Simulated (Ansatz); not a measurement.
`CO[SiH](F)[SeH]`, relaxed with RKS PBE-D4/def2-SVP in the Gaussian-basis code of Ansatz from a rough embedded geometry. The force threshold is 0.03 eV/Å; the program also tests the step.

Charge 0, multiplicity 1.

Start:

```xyz
10

C    -1.221   -0.682    0.536
O    -0.259   -0.911   -0.421
Si    0.508    0.602   -0.783
F     1.210    0.443   -2.357
Se    2.046    1.119    0.775
H    -2.032   -0.041    0.271
H    -1.690   -1.689    0.829
H    -0.752   -0.350    1.504
H    -0.569    1.683   -0.865
H     2.759   -0.174    0.512
```

**Question.** How much energy does the relaxation release, and in how many steps? (Estimate.)

**Answer.** Ansatz gave: 0.48 eV, in 10 steps, 1 of them rejected.

**Question.** Which bonds change most? (Estimate.)

**Answer.** The calculation gave: Si3–F4 from 1.731 to 1.629 Å; O2–Si3 from 1.734 to 1.659 Å; C1–H6 from 1.067 to 1.114 Å; C1–O2 from 1.376 to 1.417 Å.

**Question.** Give the relaxed structure. (Estimate.)

**Answer.** Ansatz gave: 
```xyz
10

C    -1.196   -0.779    0.644
O    -0.472   -0.585   -0.558
Si    0.488    0.711   -0.946
F     1.232    0.243   -2.318
Se    1.991    1.196    0.709
H    -2.090   -0.116    0.698
H    -1.545   -1.831    0.674
H    -0.568   -0.588    1.543
H    -0.266    1.974   -1.227
H     2.425   -0.224    0.782
```
